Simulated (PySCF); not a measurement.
## Correlation energy of N (nitrogen, neutral)

[He] 2s2 2p3, high-spin 4S determinant. All numbers are calculated (PySCF 2.14, no relativity, point nucleus, in 6-31G* (3s2p1d, 14 functions)). Frozen: 1s2; 5 electrons correlated.

MP2 pair energies summed by pair of shells (mhartree):

```
 pair  energy  share (%)
2s-2p  -44.97       63.9
2p-2p  -17.53       24.9
2s-2s   -7.83       11.1
```

Total MP2 correlation energy: -70.33 mhartree.

Same-spin part -21.21 and opposite-spin part -49.12 mhartree; SCS-MP2 scales them by 1/3 and 6/5 to -66.02 mhartree.

```
  level  correlation energy (mhartree)
   CCSD                         -86.48
    (T)                          -0.65
CCSD(T)                         -87.13
```

Diagnostics: T1 = 0.0039, D1 = 0.0091, largest double amplitude 0.040.

**Question.** Is a single reference adequate?

**Answer.** Yes: T1 lies below 0.03 and no double amplitude reaches 0.07.
